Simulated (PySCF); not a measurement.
**Electron affinity of Sn by level of theory**

Sn- [Kr] 4d10 5s2 5p3 (4S) → Sn [Kr] 4d10 5s2 5p2 (3P), as a difference of total energies. Calculation: PySCF 2.14, in aug-cc-pVTZ-PP with one added diffuse shell each of d, f type with ECP28MDF (6s5p5d3f, 67 functions); scalar relativity through the core potential. Correlated levels: valence: 4s2 4p6 4d10 frozen. The calculations carry no spin-orbit coupling.

```tsv
method	electron affinity (eV)	difference from reference (eV)
UHF	0.958	-0.154
LDA	1.545	+0.433
PBE	1.412	+0.300
PBE0	1.409	+0.297
r2SCAN	1.508	+0.396
CAM-B3LYP	1.280	+0.168
wB97X	1.109	-0.003
BHandHLYP	1.185	+0.073
MN15	1.426	+0.314
MP2 (valence)	1.363	+0.251
SCS-MP2 (valence)	1.223	+0.111
```

Reference: 1.112 eV (measured; photodetachment measurements, as compiled on the Wikipedia data page of electron affinities).

The reference lies between the lowest fine-structure levels, while these numbers refer to the centres of the terms.

Errors of the correlated levels include the incompleteness of this basis and the frozen core.

In the anion the highest occupied orbital energy is positive at LDA, PBE, PBE0, r2SCAN, a self-interaction effect; the basis confines that electron, and the energy difference can still be sensible.
